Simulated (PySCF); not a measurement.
CH$_{5}$BGeN (calculated)

Computed with PySCF 2.14.0. Calculation on a computer-drawn molecule: optimised geometry and harmonic frequencies of an isolated molecule of the commonest isotopes, restricted reference for singlets and unrestricted otherwise, frozen core in MP2; on germanium a core potential holds 10 electrons, which the energies leave out, and 3d is frozen in MP2 and coupled-cluster steps.

```yaml
- formula: CH5BGeN
  start_structure:
    atoms_angstrom:
      - [C, -0.5162, -1.5363, -1.6216]
      - [B, 0.1158, -1.2337, -0.4473]
      - [Ge, 0.897, -0.8638, 1.2753]
      - ["N", 1.733, 0.655, 1.5015]
      - [H, -0.4969, -1.0349, -2.5342]
      - [H, -1.069, -2.5478, -1.7834]
      - [H, 0.9182, -1.5602, 2.6192]
      - [H, 1.9109, 1.4352, 0.7762]
      - [H, 2.2822, 0.9154, 2.3693]
  given:
    charge: 1
    multiplicity: 1
    method: HF
    basis: cc-pVDZ
    basis_and_core_potential_on_germanium: "cc-pVDZ-PP ECP10MDF"
    drawn_bonds_atom: [1, 2, 3, 1, 1, 3, 4, 4]
    drawn_bonds_other_atom: [2, 3, 4, 5, 6, 7, 8, 9]
    drawn_bonds_order: [2, 1, 1, 1, 1, 1, 1, 1]
  results:
    optimised_atom_element: [C, B, Ge, "N", H, H, H, H, H]
    "optimised_atom_x [angstrom]": [-0.5201, 0.0823, 0.9259, 1.801, -0.4825, -1.063, 0.8716, 1.926, 2.234]
    "optimised_atom_y [angstrom]": [-1.61, -1.249, -0.7816, 0.7029, -0.9826, -2.545, -1.651, 1.388, 0.9574]
    "optimised_atom_z [angstrom]": [-1.63, -0.4367, 1.298, 1.501, -2.516, -1.737, 2.527, 0.7769, 2.371]
    "modes_frequency [cm^-1]": [116.5, 161.8, 267.1, 289.4, 417.9, 479.1, 502.3, 662.8, 679.6, 764.3, 872.8, 942.8, 980.4, 1395, 1644, 1678, 2362, 3290, 3379, 3752, 3866]
    "modes_reduced_mass [dalton]": [2.907, 3.121, 1.083, 2.622, 1.354, 6.52, 1.16, 1.033, 1.3, 1.304, 5.399, 1.216, 1.312, 1.208, 4.681, 1.114, 1.021, 1.062, 1.109, 1.049, 1.101]
    "rotational_constants [GHz]": [16.43, 2.426, 2.114]
    "total_energy [hartree]": -412.9913
    "convergence_status_largest_gradient_component [hartree/bohr]": 2.434e-05
```
